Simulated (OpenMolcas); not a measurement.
F2+: Slater's ratio, worked from levels

| Item | Value |
| --- | --- |
| Program | OpenMolcas 26.06 |
| Basis | ANO-R1 [3s2p1d] |
| Scalar Hamiltonian | X2C, finite nucleus |
| Active space | 5 electrons in 4 orbitals (2s 2p) |
| State averaging | 2S+1 = 4 odd, 1 root; 2S+1 = 2 odd, 8 roots; 2S+1 = 4 even, 3 roots; 2S+1 = 2 even, 9 roots |
| Spin-orbit coupling | state interaction with AMFI integrals over the reference wave functions, term energies averaged over their components |

Methods: CASSCF; SS-CASPT2, IPEA 0.25 Eh, imaginary shift 0.1 Eh (closed shells correlated: 1s).

**Slater's ratio.** With one set of orbitals, p3 has 2D* - 4S* = 9 F2 and 2P* - 2D* = 6 F2 (F2 = F²/25), a ratio of 2/3. Term energies are centres of gravity, weighted by 2J + 1.

```tsv
Source	2D* - 4S*	2P* - 4S*	F2 from the first	Ratio
CASSCF	38015	52675	4224	0.386
SS-CASPT2	36339	54120	4038	0.489
```

Energies in cm-1. A ratio away from 2/3 shows effects beyond one configuration with one set of orbitals, and in heavier atoms second-order spin-orbit shifts. In CASSCF the valence s occupation is 1.95 in 2P* against 2.00 in 2D*: mixing out of s² acts most on 2P* and pulls it down.

CASPT2 breaks the degeneracy within a term, and the mean is taken; among the terms shown or strongly mixed into the levels shown the widest spread is 140 cm-1 (2s2 2p3 2D*, SS-CASPT2). Only configurations of the active space appear.

* marks odd parity.
